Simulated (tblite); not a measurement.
Compound: C₅H₉OPSi.
Structure used (GFN2-xTB), in Å, numbered top down from 1:
```
atom  x, y, z in Å
C1    -3.0407    0.3145    0.3937
C2    -1.6756   -0.2479    0.2062
C3    -1.3336   -1.4610   -0.3185
O4    -0.0016   -1.6264   -0.3317
C5     0.5520   -0.5050    0.1909
Si6    2.4138   -0.4410    0.3354
P7     2.9013    1.6511    0.9788
C8    -0.4432    0.3702    0.5356
H9    -3.2266    0.5152    1.4481
H10   -3.7911   -0.3830    0.0310
H11   -3.1405    1.2537   -0.1488
H12   -1.9333   -2.2627   -0.7041
H13    3.0182   -0.8384   -0.9427
H14    2.8927   -1.3474    1.3865
H15    2.8369    2.2057   -0.2874
H16    4.2691    1.4745    0.8946
H17   -0.3046    1.3400    0.9722
```

Method: GFN2-xTB as coded in tblite; computed harmonic values from a numerical Hessian at the method's own geometry, unscaled. The method is semi-empirical: single wavenumbers can be off by several per cent or more. Modes of hydrogen on phosphorus and silicon can be 10 to 20 % off. One conformer, not necessarily the lowest.

Harmonic wavenumbers (cm⁻¹): 31.2, 65.2, 75.9, 94.8, 122.2, 193.6, 283.3, 323.6, 416.0, 429.5, 499.4, 540.1, 595.2, 621.3, 643.1, 675.8, 690.7, 719.1, 761.2, 786.0, 836.4, 927.9, 995.6, 1010.6, 1041.0, 1086.1, 1117.9, 1145.9, 1209.2, 1233.5, 1374.1, 1404.3, 1477.3, 1478.3, 1483.9, 1605.8, 2201.5, 2213.8, 2305.1, 2392.0, 3008.4, 3020.8, 3047.6, 3158.7, 3161.4.

A = 3059, B = 739.2, C = 605.3 MHz; mass 144.016 u (most abundant isotopes); point group C1, symmetry number 1.

Task: What is the zero-point energy?

Result: ½Σν̃ = 26252 cm⁻¹ = 314.05 kJ/mol.

Task: What is S at 350 K and 1 bar for an ideal gas of classical rigid rotors and harmonic oscillators?

Result: Translation 174.17, rotation 126.86, vibration 157.15: S = 458.2 J/(mol K).

Task: And Cp and H(350 K) − H(0)?

Result: Cp = 183.16 J/(mol K), of which vibrations give 149.91 (their classical limit is 45 R = 374.2); H(350 K) − H(0) = 38.91 kJ/mol without the zero-point energy, 27.27 from vibrations.

Task: Which modes carry the vibrational entropy at 350 K?

Result: 31.2 cm⁻¹: 25.40; 65.2 cm⁻¹: 19.29; 75.9 cm⁻¹: 18.03; 94.8 cm⁻¹: 16.20; 122.2 cm⁻¹: 14.13; 193.6 cm⁻¹: 10.43 J/(mol K); the other 39 give 53.68 together.

Task: What must be added to the electronic energy to get the Gibbs energy at 350 K and 1 bar?

Result: ZPE + [H(350 K) − H(0)] − T·S = 314.05 + 38.91 − 160.36 = 192.60 kJ/mol.

Task: How do the functions run with temperature in this model?

Result: 
```
 T (K)  S (J/(mol K))  Cp (J/(mol K))  H − H(0) (kJ/mol)  G − H(0) (kJ/mol)  ln q(vib)
   150          342.6           100.2              10.45             -40.94       4.01
   250          403.6           142.6              22.57             -78.33       6.82
298.15          430.5           162.8              29.93             -98.41       8.14
   400          483.8           201.1              48.52            -145.01      10.86
   600          576.7           256.9              94.70            -251.31      16.01
   900          691.6           308.7             180.25            -442.19      23.11
```

q(vib) and H(0) count from the zero-point level.

Task: Blend soft modes into free rotors: weight 1/[1 + (100 cm⁻¹/ν̃)⁴] for the oscillator and the rest for a rotor with moment μB/(μ + B), μ = h/(8π²ν), B = 10⁻⁴⁴ kg m². What vibrational entropy results?

Result: 139.34 J/(mol K) in place of 157.15, which changes −T·S at 350 K by +6.23 kJ/mol.

Hindered rotation and anharmonicity are outside this model. Other conformers, if any are populated, would add a mixing term that is left out. The structure is chiral; the term R ln 2 for an equal mix with its mirror image is left out.
